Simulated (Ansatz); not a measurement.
`CC(N)=O` and `C[C](=O)[InH2]` differ in one atom or group.

Ansatz, PBE0-D4/def2-TZVP geometries, multiplicity 1. Each molecule was computed in one conformer, which needn't be the lowest.

Elements past krypton have def2 core potentials.

```tsv
property	`CC(N)=O`
HOMO–LUMO gap (PBE/def2-TZVPP) / eV	5.36
HOMO energy (ωB97M-V/def2-TZVPP) / eV	-9.76
HOMO energy (B3LYP/def2-TZVPP) / eV	-7.06
HOMO–LUMO gap (ωB97M-V/def2-TZVPP) / eV	11.96
HOMO energy (PBE/def2-TZVPP) / eV	-5.65
LUMO energy (ωB97M-V/def2-TZVPP) / eV	2.20
```

Q: What does the change do to each property? (An estimate is asked.)

A: Ansatz gave: 
```json
{"property": "HOMO–LUMO gap (PBE/def2-TZVPP) / eV", "`C[C](=O)[InH2]`": "2.63", "shift": "-2.73"}
{"property": "HOMO energy (ωB97M-V/def2-TZVPP) / eV", "`C[C](=O)[InH2]`": "-8.42", "shift": "1.34"}
{"property": "HOMO energy (B3LYP/def2-TZVPP) / eV", "`C[C](=O)[InH2]`": "-6.10", "shift": "0.96"}
{"property": "HOMO–LUMO gap (ωB97M-V/def2-TZVPP) / eV", "`C[C](=O)[InH2]`": "8.12", "shift": "-3.84"}
{"property": "HOMO energy (PBE/def2-TZVPP) / eV", "`C[C](=O)[InH2]`": "-5.09", "shift": "0.56"}
{"property": "LUMO energy (ωB97M-V/def2-TZVPP) / eV", "`C[C](=O)[InH2]`": "-0.31", "shift": "-2.51"}
```

With PBE0 the HOMO rises by 1.05 eV and the LUMO falls by 2.59 eV, so the gap narrows by about 3.64 eV. PBE moves the HOMO by 0.56 eV and ωB97M-V by 1.34 eV.

B3LYP here is the variant with VWN-RPA as its local correlation; programs differ in this.
